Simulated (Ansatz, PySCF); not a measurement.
Reaction (SMILES): F (HF) → F atom + H atom (the F-H bond at the site shown breaks; other sites are not compared here)
Structures are relaxed separately at B3LYP-D3(BJ)/def2-TZVP in Ansatz (a quantum-chemistry and plane-wave program).

Property: bond dissociation energy (enthalpy at 298 K, with B3LYP-D3(BJ) rigid-rotor harmonic-oscillator terms from PySCF), in kcal/mol. Cores are frozen in the correlated levels unless marked. UHF or UKS for open shells. No spin-orbit coupling. Non-relativistic. CBS(X,Y): correlation extrapolated as X^-3; Hartree-Fock from the larger set (for Q and 5 zeta extrapolated as (X+1)exp(-9√X)).

| level | program | bond dissociation energy (kcal/mol) | minus last row |
|---|---|---|---|
| HF/aug-cc-pVQZ | Ansatz | 91.8 | -44.9 |
| HF/def2-QZVPPD | Ansatz | 91.7 | -45.0 |
| BLYP/def2-TZVPD | Ansatz | 135.3 | -1.4 |
| B3LYP/def2-TZVPD | Ansatz | 133.4 | -3.3 |
| PBE0/STO-3G | Ansatz | 107.7 | -29.0 |
| CAM-B3LYP/def2-TZVPD | Ansatz | 134.3 | -2.4 |
| wB97X/def2-TZVPD | Ansatz | 132.3 | -4.4 |
| MP2/def2-SVPD | Ansatz | 135.1 | -1.6 |
| MP2/CBS(cc-pVTZ,cc-pVQZ) | Ansatz | 141.3 | 4.6 |
| MP2/CBS(def2-TZVPP,def2-QZVPP) | Ansatz | 141.6 | 4.9 |
| RI-MP2/CBS(cc-pVTZ,cc-pVQZ) | Ansatz | 141.3 | 4.6 |
| RI-MP2/CBS(def2-TZVPPD,def2-QZVPPD) | Ansatz | 141.6 | 4.9 |
| SCS-MP2/def2-SVP | Ansatz | 125.0 | -11.7 |
| SCS-MP2/aug-cc-pVTZ | Ansatz | 136.4 | -0.3 |
| SCS-MP2/def2-TZVPPD | Ansatz | 135.8 | -0.9 |
| CCSD/6-31G* | Ansatz | 114.7 | -22.0 |
| CCSD/CBS(cc-pVQZ,cc-pV5Z) | Ansatz | 134.5 | -2.2 |
| CCSD(T)/6-31G | Ansatz | 101.8 | -34.9 |
| CCSD(T)/aug-cc-pVDZ | Ansatz | 129.5 | -7.2 |
| CCSD(T)/aug-cc-pVQZ | Ansatz | 135.9 | -0.8 |
| CCSD(T)/CBS(cc-pVQZ,cc-pV5Z) | Ansatz | 136.7 | 0.0 |
